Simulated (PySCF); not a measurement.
## `N1CC[C@@H]([C@@H](C)N)C1`, C$_{6}$H$_{14}$N$_{2}$

Cartesian coordinates in Å; atom numbers follow the order of the lines, from 1:
```xyz
22

C    -2.1415   -0.9436    0.5541
C    -1.2582   -0.0712   -0.3493
N    -1.1928    1.3216    0.0751
C     0.1589   -0.6571   -0.4874
C     1.0023   -0.5799    0.7992
C     2.1164    0.4457    0.4730
N     1.7001    1.1674   -0.7174
C     0.9983    0.1637   -1.4949
H    -2.2175   -1.9504    0.1520
H    -1.7295   -1.0063    1.5594
H    -3.1437   -0.5224    0.6196
H    -1.7028   -0.0653   -1.3534
H    -2.1100    1.7493    0.0111
H    -0.8983    1.3792    1.0451
H     0.0519   -1.6897   -0.8263
H     0.4104   -0.2472    1.6509
H     1.4264   -1.5504    1.0524
H     2.3169    1.1320    1.2956
H     3.0449   -0.0822    0.2326
H     1.0209    1.8789   -0.4566
H     0.3908    0.6289   -2.2687
H     1.7454   -0.4815   -1.9677
```

Theory: GIAO PBE0/pcSseg-1 magnetisability, non-relativistic, IEF-PCM chloroform in PySCF. Geometry: GFN2-xTB.

Q: What are the magnetisability and the molar susceptibility?

A: Isotropic -1501 × 10⁻³⁰ J/T², or -90.4 × 10⁻⁶ cm³/mol; principal values -1550, -1533, -1420 × 10⁻³⁰ J/T², anisotropy 123 × 10⁻³⁰ J/T² (root of half the summed squared differences of the principal values). The susceptibility is in cgs units.

Q: Split it along the inertial axes a, b, c into diamagnetic and paramagnetic parts about the centre of mass, with the quadrupole moment.

A: 
| axis | χ (10⁻⁶ cm³/mol) | diamagnetic (10⁻⁶ cm³/mol) | paramagnetic (10⁻⁶ cm³/mol) | summed x² of all electrons (Å²) | quadrupole Θ (D Å) |
| --- | --- | --- | --- | --- | --- |
| a | -91.9 | -485.2 | 393.3 | 170.7 | -5.22 |
| b | -89.5 | -935.4 | 845.9 | 64.6 | -1.20 |
| c | -89.7 | -998.5 | 908.8 | 49.8 | +6.42 |

Anisotropies 2χaa − χbb − χcc = -4.7 and 2χbb − χaa − χcc = +2.6 × 10⁻⁶ cm³/mol. Θ is traceless in Buckingham's convention.
